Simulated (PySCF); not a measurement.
Species: C5H3NO.
Atom-mapped SMILES: `[N:1]#[C:2][c:3]1[cH:4][cH:5][cH:6][o:7]1` (hydrogens: H8 on C4; H9 on C5; H10 on C6)

Cartesian coordinates in Å at the GFN2-xTB level; atoms count from 1:
```
atom  x, y, z in Å
N1     3.3305   -0.4632   -0.1346
C2     2.1891   -0.3652   -0.0796
C3     0.7970   -0.2008   -0.0198
C4     0.0497    0.9474   -0.1551
C5    -1.2938    0.5492   -0.0086
C6    -1.2658   -0.7993    0.2029
O7    -0.0142   -1.2607    0.1985
H8     0.4260    1.9336   -0.3358
H9    -2.1598    1.1767   -0.0534
H10   -2.0499   -1.5130    0.3630
```

Level of theory: PySCF 2.14.0, density-fitted response routines, TDDFT B3LYP/def2-SVPD, vertical, gas phase, core orbitals frozen in the response.

Ground-to-excited transition dipoles (e·a0, same axes as the geometry; the sign carries no meaning), for the states with f of 0.002 or more among the lowest 7:

```tsv
state	E (hartree)	μx	μy	μz
S1	0.1988	-1.639	0.000	0.102
S3	0.2314	0.178	-0.164	0.015
S4	0.2437	0.009	0.026	0.166
S6	0.2691	-0.017	-0.041	-0.265
S7	0.2731	0.004	-1.027	0.163
```

Work out the oscillator strengths.

f = (2/3) ΔE |μ|² with ΔE in hartree (27.2114 eV).

| state | \|μ\|² (au) | \|μ\| (D) | f |
| --- | --- | --- | --- |
| S1 | 2.695 | 4.17 | 0.357 |
| S3 | 0.059 | 0.62 | 0.009 |
| S4 | 0.028 | 0.43 | 0.005 |
| S6 | 0.072 | 0.68 | 0.013 |
| S7 | 1.082 | 2.64 | 0.197 |

Label these states by symmetry in Cs.

From a totally symmetric ground state, an allowed state transforms like the component of the dipole operator along its μ. Polarised normal to the mirror plane, so A″: S4 and S6. Polarised in the mirror plane, so A′: S1, S3 and S7.

What angle do the transition dipoles of S1 and S7 make?

|cos θ| = |μa·μb| / (|μa| |μb|) = 0.01, so θ ≈ 90° (taken between 0 and 90°, since the signs are arbitrary).

How is the summed strength of these states shared among x, y and z?

(2/3) Σ ΔE μα² gives 0.361 for x, 0.197 for y and 0.023 for z, 0.581 in all.

What peak molar absorption coefficient would the strongest computed level give as a lone Gaussian band 0.5 eV wide at half height?

ε(max) = 2.175×10⁸ f / FWHM, with the width in cm⁻¹. S1: 2.175×10⁸ × 0.3572 / 4033 ≈ 19000 L mol⁻¹ cm⁻¹.

Hardware: one thread, Arm Neoverse V2 (shared host). Cost: 19 s.
